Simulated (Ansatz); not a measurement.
Species: H2F3NSi, SMILES `N[Si](F)(F)F` (charge 0, multiplicity 1), formula H$_{2}$F$_{3}$NSi.

**Question.** How many basis functions does frozen-core CCSD(T)/def2-TZVPP // r2SCAN-D4/def2-TZVP run with Ansatz (an electronic-structure program) use, how many core orbitals are frozen, and how many electrons are correlated?

**Answer.** 194 basis functions and 9 frozen orbitals, which leaves 32 correlated electrons. Core time is of the order of minutes.
